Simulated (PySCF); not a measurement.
B3LYP has the VWN-RPA correlation part, as in Gaussian. Delta-SCF ions had no search for a lower state. Excitations are Tamm–Dancoff values on a coarser integration grid. The basis has no diffuse functions, so Rydberg states are missing or too high.

Cartesian coordinates (Å):
```xyz
10

B     -1.5235     0.2197     0.1171
C     -0.3357    -0.7440    -0.0063
Si     1.2549     0.2967    -0.0771
H     -2.0451     0.6708    -0.8571
H     -1.8990     0.5887     1.1882
H     -0.1923    -1.4008     0.8558
H     -0.3190    -1.3286    -0.9300
H      1.2389     1.2018    -1.2489
H      1.4065     1.1094     1.1514
H      2.4160    -0.6157    -0.1932
```
Charge 0, multiplicity 1.

### Question
Give the HOMO–LUMO gap, HOMO, S1 excitation (TDA), vertical ionisation energy (Delta-SCF), brightest of the four lowest singlets (TDA), dipole moment, S1–T1 gap (TDA) and T1 excitation (TDA) at the level B3LYP-D3(BJ)/def2-TZVP (PySCF).

### Answer

| Quantity | Result |
|---|---|
| HOMO–LUMO gap | 7.25 eV |
| HOMO | -8.83 eV |
| S1 excitation (TDA) | 5.90 eV |
| vertical ionisation energy (Delta-SCF) | 11.17 eV |
| brightest of the four lowest singlets (TDA) | 6.14 eV |
| dipole moment | 0.92 D |
| S1–T1 gap (TDA) | 0.62 eV |
| T1 excitation (TDA) | 5.28 eV |
